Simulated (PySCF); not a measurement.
Dissociation curve of AgH, singlet.

Computed with: RHF/LANL2DZ = restricted Hartree-Fock/LANL2DZ, with its core potentials past Ne (PySCF); RHF/def2-TZVP, def2 effective core potentials past Kr (PySCF); UCCSD(T) = CCSD(T) on UHF/def2-TZVP, def2 effective core potentials past Kr run with PySCF.

Energies relative to the lowest point of each curve near equilibrium, in kJ/mol:

```tsv
R / Å	RHF/LANL2DZ	RHF
1.58	10.3	7.5
1.66	1.7	0.6
1.78	1.4	2.7
1.87	8.2	10.7
2.18	55.1	59.7
2.69	153.9	156.5
3.25	252.8	248.4
3.52	293.9	285.1
3.92	346.7	331.2
4.34	392.3	370.7
4.85	436.3	408.5
6.43	517.7	478.7
```

Q: Predict the corresponding UCCSD(T) column.

A: 1.58: 0.2; 1.66: 1.4; 1.78: 13.1; 1.87: 26.4; 2.18: 83.3; 2.69: 164.9; 3.25: 208.3; 3.52: 214.5; 3.92: 217.8; 4.34: 218.9; 4.85: 219.3; 6.43: 219.5 (kJ/mol).

The restricted form behind RHF/LANL2DZ, RHF keeps the bonding electrons paired and can't separate into open-shell fragments. The unrestricted determinant behind UCCSD(T) is spin-contaminated at 2.18 to 6.43 Å (<S²> up to 1.0, against 0.00 for a pure singlet).
